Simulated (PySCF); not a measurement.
# What a mistake does to a calculation on AlClGeH3O

Calculated results; nothing here was measured. The program is PySCF 2.14.0, an open-source quantum chemistry code, run on an isolated molecule that a program drew, which may never have been made. The molecule is AlClGeH3O (charge 0, doublet), drawn as the SMILES string `[Cl][AlH][O][GeH2]`.

Each row is a Hartree-Fock (HF) and frozen-core CCSD(T) single point in the cc-pV(D+d)Z basis, meant for a local HF minimum. Run 1 is clean. Each other run has one planted mistake out of seven kinds, and not every kind appears here: one electron removed, one electron added, multiplicity raised by two, geometry at a saddle point, minimal basis STO-3G, one bond length entered in bohr, all coordinates scaled. The reference is restricted for singlets and unrestricted otherwise, and also for a bond in bohr. Adding or removing an electron swaps singlet and doublet. Electrons count all cores. HOMO and LUMO are orbital energies over both spins, the gradient is its largest component, and the lowest frequency (negative if imaginary) is given only where the gradient is small. Bond lengths are over the 6 bonds as drawn. T1 is the CCSD diagnostic: over 0.02 (restricted) or 0.045 (unrestricted) a single reference is doubtful. Germanium has the cc-pVDZ-PP basis, with a core potential (ECP10MDF) in place of its 10 inner electrons, and its 3s, 3p and 3d shells are frozen in CCSD(T).

Geometry of the clean run:
```xyz
7
AlClGeH3O, angstrom
Cl    1.5359   -2.8668   -1.6561
Al   -0.1595   -2.6677   -0.4085
O    -0.9407   -1.2008   -0.3342
Ge   -1.3873    0.4936   -0.6020
H    -0.6309   -3.9077    0.4100
H    -1.3273    1.2045    0.7611
H    -2.8107    0.5060   -1.1858
```

```
run  electrons  basis functions  <S^2>  HOMO (eV)  LUMO (eV)  gradient (hartree/bohr)  lowest frequency (cm^-1)  mean bond (Å)  longest bond (Å)      T1  HF (hartree)  CCSD(T) (hartree)                          mistake
  1         73               98  0.754      -9.12       1.03                  3.1e-05                        25         1.6977             2.114  0.0152   -1071.53374        -1072.04423                         no fault
  2         73               98  1.650      -8.05      -0.71                  1.3e-02                         -         2.0113             3.996  0.0559   -1071.38878        -1071.88158  one bond length entered in bohr
  3         73               98  0.755      -9.22       0.89                  1.3e-02                         -         1.7351             2.161  0.0160   -1071.53047        -1072.04386           all coordinates scaled
  4         73               98  3.757      -5.19      -3.36                  5.3e-02                         -         1.6977             2.114  0.0396   -1071.28729        -1071.78857       multiplicity raised by two
  5         74               98  0.000      -0.68       5.67                  7.4e-02                         -         1.6977             2.114  0.0159   -1071.52532        -1072.06355               one electron added
  6         72               98  0.000     -15.73      -7.40                  8.5e-02                         -         1.6977             2.114  0.0234   -1071.22978        -1071.74537                                ?
```

**Which mistake was planted in run 6, and what did it cost?**

It counts 72 electrons, one fewer than the clean run, at the same geometry and basis. So the mistake is: one electron removed. Subtracting run 1 and multiplying by 627.51 kcal/mol a hartree, the energy moved by 190.7 kcal/mol in HF and 187.5 kcal/mol in CCSD(T).

Cautions from the logs. Run 2: T1 is over the limit, so its CCSD(T) energy is less reliable; run 6: T1 is over the limit, so its CCSD(T) energy is less reliable.
